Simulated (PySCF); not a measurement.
## Telling isomers of C$_{6}$H$_{11}$PS apart by NMR

Non-relativistic Hamiltonian, one averaged value for each set of equivalent atoms, single conformer, no solvent. GIAO PBE0/pcSseg-1 shieldings; geometry from PBE0-D3(BJ)/def2-SVP; PySCF 2.14.

Scale: TMS for ¹H (σ = 31.27 ppm) and ¹³C (σ = 184.41 ppm) (reference shieldings calculated alike). Splittings of carbon signals by F and P are missing where no couplings were computed. Where no couplings were computed, multiplicities follow the n + 1 count of equivalent neighbours, and m marks all less simple cases (inequivalent or close neighbours, rings, F or P nearby). Shifts are as computed. Against solution values, carbons near 30 ppm lie about +2 ppm off and those near 130 ppm about +5 ppm; carbons on S a further +3 ppm. Of 1313 compounds with measured shifts, 239 miss one by over three times the rms of a fit or turn the order of signals round; such compounds aren't used in these exercises.

(1) Tabulate the signals of `CSCP=C=C(C)C`, `S=[P@]12CC[C@H](CC1)C2` and their relative energies.

(2) What is the quickest way to tell CSCP=C=C(C)C from S=[P@]12CC[C@H](CC1)C2?

Answers

(1) 
| SMILES | carbon types | δC | δH | E rel. (kcal/mol) |
| --- | --- | --- | --- | --- |
| CSCP=C=C(C)C | 2×C 1×CH2 3×CH3 | 267.2, 123.5, 40.3, 24.8, 18.9 | 2.69 (m, 2H), 1.92 (s, 3H), 1.86 (s, 6H) | 65.1 |
| S=[P@]12CC[C@H](CC1)C2 | 1×CH 5×CH2 | 38.9, 34.0, 32.0, 30.4 | 1.89 (m, 1H), 1.72 (m, 2H), 1.56 (m, 2H), 1.41 (m, 2H), 1.36 (m, 2H), 1.14 (m, 2H) | 0.0 |

Energies are electronic energies at PBE0/pcSseg-1 on these geometries, without zero-point or thermal terms, each for the one conformer computed, which needn't be the lowest.

(2) Count the carbon signals: 5 against 4. The first has a cumulene carbon (C) at 267.2 ppm, the second an sp3 CH in a ring at 34.0 ppm. Their most deshielded carbons lie at 267.2 and 38.9 ppm. In the proton spectra the most deshielded non-exchanging signals are 2.69 (m, 2H) and 1.89 (m, 1H).
